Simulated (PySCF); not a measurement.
**UHF on Br³⁺ (bromine, charge +3)**

Configuration: [Ar] 3d10 4s2 4p2, high-spin 3P determinant. Computed with PySCF 2.14 in aug-cc-pVTZ-PP with ECP10MDF (6s5p4d2f, 55 functions), with scalar relativity through the core potential.

- Total energy: -413.081580 hartree
- One-electron energy: -696.0999 hartree
- Hartree (Coulomb) energy: 311.8821 hartree
- Exchange energy: -28.8638 hartree
- ⟨S²⟩: 2.0068
- ⟨L²⟩: 2.020
- Sum of ⟨r⟩: 16.99 bohr
- Sum of ⟨r²⟩: 19.73 bohr²
- Traceless quadrupole moment −½Σ⟨3z² − r²⟩ along its main axis: 1.45 e·bohr²

| shell | electrons | mean orbital energy (hartree) | spread (hartree) | rms radius, mean of both spins (bohr) |
| --- | --- | --- | --- | --- |
| 3s α | 1 | -11.28041 | 0 | 0.589 |
| 3s β | 1 | -11.25512 | 0 | 0.589 |
| 3p α | 3 | -9.02392 | 0.00115 | 0.609 |
| 3p β | 3 | -8.99512 | 0.03454 | 0.609 |
| 3d α | 5 | -4.57215 | 0.01596 | 0.640 |
| 3d β | 5 | -4.55410 | 0.03255 | 0.640 |
| 4s α | 1 | -2.32895 | 0 | 1.67 |
| 4s β | 1 | -2.08325 | 0 | 1.67 |
| 4p α | 2 | -1.71355 | 0 | 1.89 |

Energies and moments cover only the electrons outside the core potential.
